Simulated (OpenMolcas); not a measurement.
## Pd3+: ligand-field states by method

Pd3+ with its 6 nearest fluoride ions at 2.041 Å, on the Mg site of KMgF3 (a = 3.973 Å, distance in the model lattice 1.986 Å). The rest of the host is ab initio model potentials to 7.6 Å, with orthogonalisation functions on the cations behind the ligands, and point charges beyond; the distance is set by hand and nothing relaxes, and no local charge compensation is placed. Ligand basis ANO-RCC-VDZP.

```json
{"Program": "OpenMolcas 26.06", "Basis": "ANO-RCC-VTZP [7s6p4d2f1g]", "Scalar Hamiltonian": "DKH2, point nucleus", "Active space": "7 electrons in 5 orbitals (4d)", "State averaging": "2S+1 = 4 even, 10 roots; 2S+1 = 2 even, 40 roots", "Spin-orbit coupling": "state interaction with AMFI integrals over the reference wave functions"}
```

I. CASSCF
II. SS-CASPT2, IPEA 0.25 Eh, imaginary shift 0.1 Eh (closed shells correlated: 4s 4p and the ligand valence shells)

Spin-free states (labels of O, the rotations of Oh) in cm-1, each column counted from its own energy of the first state listed:

| State | Degeneracy | I | II |
| --- | --- | --- | --- |
| 2E | 2 | 0 | 0 |
| 4T1 | 3 | 2205 | 9590 |
| 2S+1 = 2 | 3 | 16003 | 17680 |
| 2S+1 = 2 | 3 | 16670 | 19240 |
| 4T2 | 3 | 18900 | 30540 |

From I to II, I's first state of the same spin (2S+1 = 2) moves from 16003 to 17680 cm-1, by about +1700 cm-1.

From I to II, I's first state of another spin (4T1) moves from 2205 to 9590 cm-1, by about +7400 cm-1.

I: A least-squares ligand-field fit to the states below 45000 cm-1, each weighted by its degeneracy and with a free common offset, gives 10Dq = 18492 cm-1, B = 819 cm-1 and C = 3337 cm-1 (C/B = 4.07), with an rms deviation of 223 cm-1. The same method and metal basis give the free ion B = 997 cm-1 (fit to its terms below 60000 cm-1, rms deviation 13 cm-1), so the nephelauxetic ratio is β = 819 / 997 = 0.82; it hangs on how both fits weigh the states, and computed free-ion B values tend to be too large, so β mixes covalency with correlation.

χT at 300 K: I 0.67, II 0.50 cm3 K/mol.

Roots that are degenerate in the reference are averaged as groups; the widest CASPT2 spread within a group is 170 cm-1 (the 2-fold group of multiplicity 2 near 40800 cm-1 above the lowest state of its run, II). Shifts and gaps below about the spread of the groups concerned are not significant. Over all roots computed the reference weight is 0.70 to 0.73 in II; a low but even weight reflects the number of correlated electrons. An orbital doublet at a regular site is open to a Jahn-Teller distortion, which this geometry leaves out. This shell can be high or low spin here, a state of another spin lies low, and with metal d orbitals alone active their balance is uncertain, so the ground spin may be wrong, although the usual error favours high spin. The least metal-like active orbital is 78 % on the metal (Löwdin) and no ligand orbital is active, so the numbers are rough. Ligand-to-metal charge-transfer states are missing. With no ligand orbital active B as a rule stays too high, so bands that hang on it stand too high and its fall with covalency is understated. Without dynamic correlation the repulsion within the d shell is too large (B by tens of per cent), so at a given field states of lower spin stand too high (holds for I). With metal d orbitals alone the field can be off either way by tens of per cent (holds for I). These CASPT2 states fit no ligand-field parameters well, so their order and spin gaps are uncertain (holds for II). With one d shell and no ligand orbital active, 10Dq can be off by a tenth or more (holds for II). No measured value stands beside these numbers; the geometry was set by hand and not optimised.

A state without a sure symmetry label is named by its multiplicity alone.
